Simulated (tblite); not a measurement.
Problem. Write a Z-matrix for `ClC(Cl)(Cl)[Si]1N[SiH2]N1` [radical] as optimised with GFN2-xTB. (Doublet state.)

Solution. 
Z-matrix in Å and degrees, rows numbered from 1:
```
Cl
C   1  1.7820
Cl  2  1.7719  1  108.34
Cl  2  1.7720  1  108.33  3  -117.66
Si  2  1.9630  1  111.46  3   121.13
N   5  1.7402  2  110.95  1   -45.69
Si  6  1.7501  5   96.36  2   114.49
N   5  1.7405  2  110.94  1    45.56
H   6  1.0028  5  131.48  2   -75.81
H   7  1.4559  6  113.47  5   108.23
H   7  1.4548  6  113.16  5  -116.93
H   8  1.0028  5  131.57  2    75.83
```

Of the pairs four or more bonds apart, Cl1···Si7 is among the closest relative to their van der Waals radii: 4.02 Å, 104 % of the sum of Bondi's values. Si5 (silicon bonded to C and 2 N) is pyramidal (angles 110.9°, 110.9° and 83.8°, sum 305.6°, 0.79 Å off the plane of its three neighbours). The 4-membered ring Si5–N6–Si7–N8 has internal angles of 83.2° to 96.4° (sum 360°, against 360° for a flat polygon); it is slightly puckered (a soft mode that the optimisation may not have finished), 0.03 Å rms from its mean plane, widest ring torsion 4°. Si7 (silicon bonded to 2 N and 2 H) has angles from 83.2° to 116.0°.

Structure optimised with GFN2-xTB, isolated species. This method treats the open shell by occupation alone, without spin polarisation.

Point group: Cs (tolerance 0.08 Å). Its GFN2-xTB frequencies are all real (lowest 23 cm⁻¹).

Hardware: Arm Neoverse V1, one thread, no GPU, shared host with 64 logical CPUs at a one-minute load of 15. Cost: 0.8 s. This is the geometry optimisation.

These are computed values.
